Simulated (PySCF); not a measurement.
A PySCF script (with the pyscf-properties extension) for the NMR shieldings of SMILES O=[P@@](COC)(C)C(F)(F)F, C₄H₈F₃O₂P, on a GFN2-xTB geometry:

```python
import basis_set_exchange as bse
import numpy as np
from pyscf import gto, dft
from pyscf.prop import nmr

atoms = """
C     2.569631    0.022711   -0.600804
O     1.861029   -0.249983    0.592453
C     0.666374   -0.945883    0.393454
P    -0.635011    0.196921   -0.298617
C    -0.807179    1.599932    0.850095
O    -0.527235    0.536393   -1.717396
C    -2.213269   -0.802449    0.020282
F    -2.176279   -1.952240   -0.660658
F    -2.396957   -1.119517    1.311360
F    -3.293138   -0.125280   -0.373262
H     1.995131    0.664662   -1.272480
H     2.821228   -0.907009   -1.122198
H     3.483029    0.529737   -0.297486
H     0.350396   -1.315408    1.372552
H     0.793059   -1.794188   -0.297620
H    -0.957093    1.271777    1.874664
H     0.105567    2.189962    0.780399
H    -1.648044    2.206181    0.513636
"""
names = dict.fromkeys(["C", "O", "P", "F", "H"], "pcSseg-1")
basis = {el: gto.basis.parse(bse.get_basis(n, elements=[el], fmt="nwchem")) for el, n in names.items()}
mol = gto.M(atom=atoms, basis=basis, charge=0, verbose=0)
mf = dft.RKS(mol, xc="PBE0")
mf.grids.level = 2
mf.grids.alignment = dft.numint.BLKSIZE   # the property module wants whole blocks of grid points
mf.conv_tol = 1e-9
mf.kernel()

calc = nmr.RKS(mf)   # GIAO
C = mf.mo_coeff
Co = C[:, mf.mo_occ > 0]
resp = mf.gen_response(singlet=True, hermi=2)
def vind(x):   # induced exchange potential for any number of trial vectors
    d = np.einsum("pi,xij,qj->xpq", C, 2 * x.reshape(-1, C.shape[1], Co.shape[1]), Co, optimize=True)
    return np.einsum("xpq,pi,qj->xij", resp(d - d.transpose(0, 2, 1)), C, Co, optimize=True).ravel()
mo1, _ = nmr.rhf.solve_mo1(calc, with_cphf=vind)
sigma = calc.kernel(mo1)
for i, s in enumerate(sigma):   # ppm
    print("%2d %-2s %9.2f" % (i, mol.atom_pure_symbol(i), np.trace(s) / 3))
```

Problem. What does it print?

Solution. 
```
 0 C     123.40
 1 O     339.62
 2 C     111.90
 3 P     302.05
 4 C     174.51
 5 O     233.94
 6 C      55.33
 7 F     264.83
 8 F     262.79
 9 F     266.06
10 H      27.37
11 H      28.32
12 H      27.90
13 H      27.59
14 H      27.64
15 H      30.55
16 H      29.65
17 H      29.79
```

These numbers come from an equivalent density-fitted implementation of the same equations, which agrees with the script to about 0.01 ppm for H and up to a few tenths of a ppm for heavy atoms, so last digits may differ.

Problem. Turn these shieldings into chemical shifts. Referencing at the same level of theory: 13C (σref 186.93) and 1H (σref 31.72) against TMS; H2O for 17O (σref 336.08); H3PO4 for 31P (σref 318.38); 19F (σref 170.95) vs CFCl3.

Solution. Averaging equivalent atoms: C 6: 131.6; C 2: 75.0; C 0: 63.5; C 4: 12.4; O 5: 102.1; O 1: -3.5; P 3: 16.3; F 7/8/9: -93.6; H 13: 4.13; H 14: 4.07; H 10/11/12: 3.85; H 15/16/17: 1.72 ppm. Unscaled 19F shifts against computed CFCl3 carry errors that often reach 10 to 50 ppm. Experimental scales use liquid or dissolved standards, which lie at an offset from isolated H2O (liquid H2O: subtract about 36 ppm) and H3PO4.

Size and cost of the density-fitted run: 217 basis functions, 59 s wall time on 1 thread of an Arm Neoverse V1, shared host; peak memory 0.96 GiB.
